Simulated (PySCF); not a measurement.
PySCF 2.14 output of a UHF calculation on a single atom or ion in aug-cc-pVTZ, with the non-relativistic Hamiltonian (point nucleus):

```
SCF conv_tol = 1e-09
number electrons alpha = 10  beta = 9
cycle= 1 E= -846.753721354624  delta_E= -0.00466  |g|= 0.025  |ddm|= 0.0463
cycle= 2 E= -846.753898749599  delta_E= -0.000177  |g|= 0.00602  |ddm|= 0.0121
cycle= 3 E= -846.753911728754  delta_E= -1.3e-05  |g|= 0.00075  |ddm|= 0.0125
cycle= 4 E= -846.753911978802  delta_E= -2.5e-07  |g|= 5.56e-05  |ddm|= 0.00414
cycle= 5 E= -846.753911980046  delta_E= -1.24e-09  |g|= 1.02e-05  |ddm|= 0.0009
cycle= 6 E= -846.753911980097  delta_E= -5.1e-11  |g|= 2.35e-06  |ddm|= 0.000138
converged SCF energy = -846.753911980097  <S^2> = 0.75183282  2S+1 = 2.001832
```

The run itself started from symmetry-adapted Hartree-Fock orbitals and held the occupation by maximum overlap, so the iterations belong to that start.

**Question.** Which element, charge and spin multiplicity is this?

**Answer.** Ti³⁺ (titanium, charge +3), multiplicity 2; the state was [Ar] 3d1, 2D determinant.
